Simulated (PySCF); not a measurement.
bis(trichlorosilyl)methane (CH2Cl6Si2), SMILES Cl[Si](Cl)(Cl)C[Si](Cl)(Cl)Cl.

The structure is a stationary point at PBE0-D3(BJ)/def2-SVP. The isomer is the one that the SMILES or the coordinates give; other isomers of the formula were not compared. One conformer was computed; it need not be the lowest.

Computed with ωB97X/def2-SVP (PySCF).

Symmetry labels are those of the subgroup C2 that the program uses (full group C2).

**Question.** List the valence orbital energies around the gap with their symmetry. (The exact figures need the calculation; the answer reports its results.)

**Answer.** 
| orbital | symmetry | energy (eV) |
|---|---|---|
| HOMO−7 | A | -12.49 |
| HOMO−6 | A | -12.14 |
| HOMO−5 | B | -12.14 |
| HOMO−4 | A | -11.94 |
| HOMO−3 | B | -11.88 |
| HOMO−2 | A | -11.71 |
| HOMO−1 | B | -11.70 |
| HOMO | B | -11.64 |
| LUMO | A | 2.12 |
| LUMO+1 | B | 2.45 |
| LUMO+2 | A | 2.85 |
| LUMO+3 | A | 3.00 |
